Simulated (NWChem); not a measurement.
System: BHOBr2; SMILES BrB(Br)O

NWChem input:

```
start job
memory heap 200 mb stack 900 mb global 1100 mb
geometry units angstroms noautosym nocenter noautoz
  B      0.666433     0.039018     0.000000
  Br    -0.240418    -1.660594     0.000000
  Br    -0.336406     1.663076     0.000000
  O      2.000356     0.112304     0.000000
  H      2.435637    -0.748935     0.000000
end
basis spherical
  B library 6-31g*
  Br library 6-31g*
  O library 6-31g*
  H library 6-31g*
end
dft
  xc xpbe96 cpbe96
  iterations 150
end
task dft gradient
```

NWChem printed, in part:

```
             Northwest Computational Chemistry Package (NWChem) 7.3.0
             --------------------------------------------------------

                             Geometry "geometry" -> ""
                             -------------------------

 Output coordinates in angstroms (scale by  1.889725989 to convert to a.u.)

  No.       Tag          Charge          X              Y              Z
 ---- ---------------- ---------- -------------- -------------- --------------
    1 B                    5.0000     0.66643300     0.03901800     0.00000000
    2 Br                  35.0000    -0.24041800    -1.66059400     0.00000000
    3 Br                  35.0000    -0.33640600     1.66307600     0.00000000
    4 O                    8.0000     2.00035600     0.11230400     0.00000000
    5 H                    1.0000     2.43563700    -0.74893500     0.00000000

 Effective nuclear repulsion energy (a.u.)     429.4236877011

  pbe96 is a nonlocal functional; adding pw91lda local functional.

                                 NWChem DFT Module
                                 -----------------

 Summary of "ao basis" -> "ao basis" (spherical)
 ------------------------------------------------------------------------------
       Tag                 Description            Shells   Functions and Types
 ---------------- ------------------------------  ------  ---------------------
 B                           6-31g*                  6       14   3s2p1d
 Br                          6-31g*                 12       32   5s4p3d
 O                           6-31g*                  6       14   3s2p1d
 H                           6-31g*                  2        2   2s

            General Information
            -------------------
          SCF calculation type: DFT
          Wavefunction type:  closed shell.
          No. of atoms     :     5
          No. of electrons :    84
           Alpha electrons :    42
            Beta electrons :    42
          Charge           :     0
          Spin multiplicity:     1
          Use of symmetry is: off; symmetry adaption is: off
          Maximum number of iterations: 150
          AO basis - number of functions:    94
                     number of shells:    38
          Convergence on energy requested:  1.00D-06
          Convergence on density requested:  1.00D-05
          Convergence on gradient requested:  5.00D-04

              XC Information
              --------------
          PerdewBurkeErnzerhof Exchange Functional  1.000
            Perdew 1991 LDA Correlation Functional  1.000 local
           PerdewBurkeErnz. Correlation Functional  1.000 non-local

             Grid Information
             ----------------
          Grid used for XC integration:  medium
          Radial quadrature: Mura-Knowles
          Angular quadrature: Lebedev.
          Tag              B.-S. Rad. Rad. Pts. Rad. Cut. Ang. Pts.
          ---              ---------- --------- --------- ---------
          B                   0.85       49           8.0       434
          Br                  1.15      112          10.0       590
          O                   0.60       49           9.0       434
          H                   0.35       45          11.0       434
          Grid pruning is: on
          Number of quadrature shells:   367
          Spatial weights used:  Erf1

      Superposition of Atomic Density Guess
      -------------------------------------

 Sum of atomic energies:       -5243.95323033

      Non-variational initial energy
      ------------------------------

 Total energy =   -5245.171547
 1-e energy   =   -8155.356181
 2-e energy   =    2480.760947
 HOMO         =      -0.370173
 LUMO         =       0.077371

   convergence    iter        energy       DeltaE   RMS-Dens  Diis-err
 ---------------- ----- ----------------- --------- --------- ---------
 d= 0,ls=0.0,diis     1  -5247.4874586039 -5.68D+03  1.67D-02  9.51D-01
 d= 0,ls=0.0,diis     2  -5247.2441592012  2.43D-01  1.13D-02  3.16D+00
 d= 0,ls=0.0,diis     3  -5247.5929111453 -3.49D-01  2.35D-03  7.14D-02
 d= 0,ls=0.0,diis     4  -5247.5960719319 -3.16D-03  1.77D-03  3.44D-02
 d= 0,ls=0.0,diis     5  -5247.5994617775 -3.39D-03  4.94D-04  2.91D-03
  Resetting Diis
 d= 0,ls=0.0,diis     6  -5247.5998809968 -4.19D-04  5.20D-05  2.18D-05
 d= 0,ls=0.0,diis     7  -5247.5998830257 -2.03D-06  2.99D-05  1.36D-06
 d= 0,ls=0.0,diis     8  -5247.5998827352  2.91D-07  1.66D-05  3.98D-06
 d= 0,ls=0.0,diis     9  -5247.5998832024 -4.67D-07  2.81D-06  1.47D-07

         Total DFT energy =    -5247.599883202445
      One electron energy =    -8156.849914567419
           Coulomb energy =     2674.627871949157
    Exchange-Corr. energy =     -194.801528285291
 Nuclear repulsion energy =      429.423687701106

 Numeric. integr. density =       83.999999396394

                       DFT Final Molecular Orbital Analysis
                       ------------------------------------

[...]

                         DFT ENERGY GRADIENTS

    atom               coordinates                        gradient
                 x          y          z           x          y          z
   1 B       1.259376   0.073733   0.000000    0.007265   0.001517   0.000000
   2 Br     -0.454324  -3.138068   0.000000    0.003807   0.006891  -0.000000
   3 Br     -0.635715   3.142758   0.000000    0.003224  -0.006033  -0.000000
   4 O       3.780125   0.212224   0.000000   -0.009348  -0.014647   0.000000
   5 H       4.602687  -1.415282   0.000000   -0.004948   0.012271   0.000000
```

Level: PBE/6-31G* (spherical d). Geometry: optimised at PBE0/def2-SVP.
